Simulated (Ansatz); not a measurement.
`[OH][Sc]([F])[Cl]` + HCl → `[OH][Sc]([Cl])[Cl]` + H–F at 400 K and 1 bar (ligand exchange at the Sc–F bond).

Computed with Ansatz on PBE0-D4/def2-TZVP structures; ΔE is electronic, products minus reactants. CCSD(T)/CBS adds triple-zeta CCSD(T) − MP2 to the extrapolated MP2 energy (def2 sets, frozen cores). This one scheme is used for every species. For Sc outer-core shells are correlated without core-valence functions, which leaves a few kJ/mol of doubt a bond. Scalar relativity is left out up to krypton. Each species was taken in one conformer, which may not be the lowest.

```json
{"species": "`[OH][Sc]([F])[Cl]`", "CCSD(T)/CBS energy (Eh)": "-1395.76221", "H − E (kJ/mol)": "68.8", "S (J/(mol·K))": "364.5"}
{"species": "HCl", "CCSD(T)/CBS energy (Eh)": "-460.38127", "H − E (kJ/mol)": "29.6", "S (J/(mol·K))": "195.4"}
{"species": "`[OH][Sc]([Cl])[Cl]`", "CCSD(T)/CBS energy (Eh)": "-1755.74696", "H − E (kJ/mol)": "67.8", "S (J/(mol·K))": "371.5"}
{"species": "H–F", "CCSD(T)/CBS energy (Eh)": "-100.39570", "H − E (kJ/mol)": "36.5", "S (J/(mol·K))": "182.2"}
```

H − E and S are ideal-gas, rigid-rotor, harmonic terms from PBE0-D4/def2-TZVP, for one conformer and one mirror image of each species. 1 Eh = 2625.50 kJ/mol, R = 8.31446 J/(mol·K).

Question: By hand: ΔE, ΔH, ΔS and ΔG.

Answer: ΔE = (-1755.74696) + (-100.39570) − (-1395.76221) − (-460.38127) = 0.00082 Eh = 2.2 kJ/mol. Δ(H − E) = 67.8 + 36.5 − 68.8 − 29.6 = 5.9, so ΔH = 8.1 kJ/mol. ΔS = 371.5 + 182.2 − 364.5 − 195.4 = -6.2 J/(mol·K). ΔG = 8.1 − 400 × (-6.2)/1000 = 10.6 kJ/mol.

Question: By hand: the equilibrium constant, and the temperature at which ΔG would vanish if ΔH and ΔS stayed fixed.

Answer: log₁₀ K = −ΔG/(RT ln 10) = -1.4. ΔH and −TΔS have one sign here, so there is no such temperature.

The number of gas molecules stays the same, so ΔS is small and ΔH decides. A doubt of 5 kJ/mol in ΔE shifts log₁₀ K by 0.7 here. Other conformers and mirror images would add mixing entropy, several J/(mol·K) or more a flexible species. These are equilibria of isolated gas molecules and say nothing of rates. Largest T1 diagnostic: 0.016 (customary marks: 0.02 for closed shells, 0.045 for open ones).

ΔS is within the doubt of such terms, so its sign, and with it that verdict, could turn.
